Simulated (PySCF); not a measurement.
C4H4N, doublet (typed; the unrestricted solution is spin-contaminated), at a GFN2-xTB geometry. Base run: CCSD(T)/6-31G in PySCF.

The PySCF input:
```python
from pyscf import gto, scf, cc

mol = gto.Mole()
mol.atom = '''
    H    -0.022168    0.025782    2.072187
    N    -0.011004    0.037225    1.065010
    C     0.015778    1.159625    0.282075
    C    -0.020268   -1.066645    0.268602
    C     0.022802    0.728539   -1.005338
    C     0.000547   -0.667354   -1.045536
    H     0.027217    2.144337    0.701227
    H    -0.040862   -2.056169    0.682023
    H    -0.000314   -1.299520   -1.909329
'''
mol.basis = '6-31g'
mol.charge = 0
mol.spin = 1
mol.verbose = 4
mol.build()

mf = scf.UHF(mol)
mf.kernel()

mycc = cc.CCSD(mf)
mycc.kernel()
et = mycc.ccsd_t()
print('E(CCSD(T)) = %.10f' % (mycc.e_tot + et))
mf.analyze()
```

Variants of this job, named by their change:

```json
[
 {"change": "base", "ΔE vs base (mEh)": "0.000", "MP2 correlation (Eh)": "-0.41966", "CC correlation without the perturbative part (Eh)": "-0.46599", "basis functions": "53", "core-seconds (rough)": "50"},
 {"change": "cc.diis_space = 3", "ΔE vs base (mEh)": "0.000", "MP2 correlation (Eh)": "-0.41966", "CC correlation without the perturbative part (Eh)": "-0.46599", "basis functions": "53", "core-seconds (rough)": "60"},
 {"change": "frozen = 6", "ΔE vs base (mEh)": "48.114", "MP2 correlation (Eh)": "-0.37564", "CC correlation without the perturbative part (Eh)": "-0.41873", "basis functions": "53", "core-seconds (rough)": "20"},
 {"change": "density fitting = JK and correlation", "ΔE vs base (mEh)": "0.120", "MP2 correlation (Eh)": "-0.41958", "CC correlation without the perturbative part (Eh)": "-0.46598", "basis functions": "53", "core-seconds (rough)": "70"},
 {"change": "cc.conv_tol = 1e-5", "ΔE vs base (mEh)": "0.000", "MP2 correlation (Eh)": "-0.41966", "CC correlation without the perturbative part (Eh)": "-0.46599", "basis functions": "53", "core-seconds (rough)": "60"},
 {"change": "cc.level_shift = 0.2", "ΔE vs base (mEh)": "0.000", "MP2 correlation (Eh)": "-0.41966", "CC correlation without the perturbative part (Eh)": "-0.46599", "basis functions": "53", "core-seconds (rough)": "60"},
 {"change": "frozen = 5", "ΔE vs base (mEh)": "6.207", "MP2 correlation (Eh)": "-0.41311", "CC correlation without the perturbative part (Eh)": "-0.45992", "basis functions": "53", "core-seconds (rough)": "30"},
 {"change": "cc.iterative_damping = 0.8", "ΔE vs base (mEh)": "0.000", "MP2 correlation (Eh)": "-0.41966", "CC correlation without the perturbative part (Eh)": "-0.46599", "basis functions": "53", "core-seconds (rough)": "50"},
 {"change": "frozen = 4", "ΔE vs base (mEh)": "5.381", "MP2 correlation (Eh)": "-0.41396", "CC correlation without the perturbative part (Eh)": "-0.46072", "basis functions": "53", "core-seconds (rough)": "30"},
 {"change": "method = cisd", "ΔE vs base (mEh)": "85.750", "MP2 correlation (Eh)": "-", "CC correlation without the perturbative part (Eh)": "-", "basis functions": "53", "core-seconds (rough)": "10"}
]
```

Open shells are given as the SCF converged; they aren't shown to be the lowest states, and a large step between rows can be another state.
